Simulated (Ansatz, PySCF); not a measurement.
GeI₂, SMILES [I][Ge][I] (connectivity only; charge and spin as stated), neutral, multiplicity 1.

Geometry: r2SCAN-D4/def2-SVP. The isomer is the one that the SMILES or the coordinates give; other isomers of the formula were not compared. The def2 effective core potentials stand for the cores of I; spin–orbit coupling is left out.

Vertical ionisation energy (IE) and electron affinity (EA) in eV. Rows of orbital energies are one-electron estimates. Where ΔSCF, EOM or ADC give a negative EA the extra electron is unbound and the value depends on the basis.

```json
[
 {"level": "−ε(HOMO), −ε(LUMO), M06-2X/def2-TZVPD (PySCF)", "IE": "8.25", "EA": "2.55"},
 {"level": "−ε(HOMO), −ε(LUMO), PBE/def2-TZVPD (PySCF)", "IE": "6.33", "EA": "4.00"},
 {"level": "ΔSCF, PBE0/def2-SVPD (Ansatz), final states of multiplicity 2 and 2", "IE": "9.18", "EA": "1.79"},
 {"level": "ΔSCF, PBE/def2-SVPD (Ansatz), final states of multiplicity 2 and 2", "IE": "8.96", "EA": "1.60"}
]
```

Q: What vertical singlet–triplet gap does ΔSCF give with PBE0/def2-SVPD (Ansatz, a program for electronic structure) and with PBE/def2-SVPD (Ansatz)? (The exact figures need the calculation; the answer reports its results.)

A: 2.07 and 2.15 eV (triplet above singlet where positive).
